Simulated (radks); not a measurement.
The numbers below are computed, except where a source is named.
All-electron atom: Mo I in [Kr] 4d3.5 5s1 5p1.5 (fractional occupations, a model configuration). Code: a radial shooting solver on a logarithmic mesh with Libxc functionals. Model: scalar-relativistic Kohn-Sham, SCAN, spin-unpolarised, spherical densities, finite nucleus; meta-GGA in the generalised Kohn-Sham scheme; Fermi nuclear charge, rms radius 4.4091 fm.

Radial electron density D(r) = 4 pi r^2 rho(r):

| r (bohr) | D(r) (e/bohr) |
|---|---|
| 0.002919 | 5.435 |
| 0.003925 | 8.774 |
| 0.005277 | 13.76 |
| 0.007152 | 20.97 |
| 0.009615 | 29.98 |
| 0.01293 | 39.98 |
| 0.01738 | 48.71 |
| 0.02356 | 53.07 |
| 0.03167 | 51.07 |
| 0.04258 | 46.06 |
| 0.05771 | 46.28 |
| 0.07758 | 56.20 |
| 0.1043 | 65.56 |
| 0.1402 | 58.97 |
| 0.1901 | 43.32 |
| 0.2555 | 43.23 |
| 0.3436 | 50.24 |
| 0.4619 | 37.86 |
| 0.626 | 17.14 |
| 0.8417 | 11.34 |
| 1.132 | 10.96 |
| 1.521 | 6.593 |
| 2.062 | 2.685 |
| 2.772 | 1.366 |
| 3.727 | 0.8464 |
| 5.051 | 0.3856 |
| 6.791 | 0.1061 |
| 9.13 | 0.01533 |
| 12.28 | 0.0009924 |

D(r) has 4 maxima, at r = 0.0247, 0.109, 0.341, 0.988 bohr, and minima at 0.0496, 0.220, 0.848 bohr, inside which lie 2.03, 11.08, 29.34 electrons.
